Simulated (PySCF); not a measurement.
SMILES C(=C)c1sc(O[SiH3])cc1, singlet at its GFN2-xTB optimised geometry (Å):

```
17

C     -2.3001    -2.9934     0.0002
C     -0.9712    -3.0457     0.0004
C     -0.0977    -1.9056     0.0000
C      1.2702    -1.9056     0.0000
C      1.8454    -0.6209     0.0000
C      0.9110     0.3727     0.0000
O      1.1473     1.6762     0.0002
Si     0.1336     2.9594    -0.0056
S     -0.7053    -0.2662     0.0000
H     -2.8220    -2.0508    -0.0003
H     -2.9022    -3.8843     0.0006
H     -0.4594    -3.9998     0.0010
H      1.8526    -2.8099     0.0000
H      2.9022    -0.4271     0.0000
H     -0.7041     2.9261    -1.2041
H      1.1465     3.9998    -0.0021
H     -0.7148     2.9288     1.1854
```

Level of theory: CAM-B3LYP/def2-SVP in PySCF. Cells within 0.4 Å of a nucleus heavier than hydrogen are left out (blank, or x).

Map of the Laplacian of the electron density (e/bohr⁵), clipped to [-1.50, 1.50] on the plane z = 0.0 Å:

```
|5555555555555555555555555555555|
|5555555555555555555555555555555|
|5555555555555555555555555555555|
|5555555555555555555555555555555|
|5555555555555555554555555555555|
|5555555555555555420555555555555|
|5555555555555558633555555555555|
|555555555555559xx65555555555555|
|555555555555559xx75555555555555|
|5555555555555559956655555555555|
|555555555555555552x655555555555|
|55555555555555556xx365555555555|
|5555555555555555642655555555555|
|5555555555555555554655555555555|
|55555555555544443xx555555555555|
|5555555555548x933x1355555555555|
|5555555555549xx4554xx2045555555|
|5555555555554955555xx3455555555|
|5555555555555435554245555555555|
|555555555555555x34x355555555555|
|55555554045555xx11xx55555555555|
|5555555512555315554145555555555|
|555555554xx3xx45555205555555555|
|555555553xx2xx45555555555555555|
|5555555403555235555555555555555|
|5555555405555305555555555555555|
|5555555555555555555555555555555|
|5555555555555555555555555555555|
|5555555555555555555555555555555|
|5555555555555555555555555555555|
|5555555555555555555555555555555|
```
Scale: ten equal steps from -1.50 (start of '0') to 1.50 (end of '9'), in the order '0123456789'; x runs from -6.00 to 6.00, y from -6.00 (bottom) to 6.00 (top).
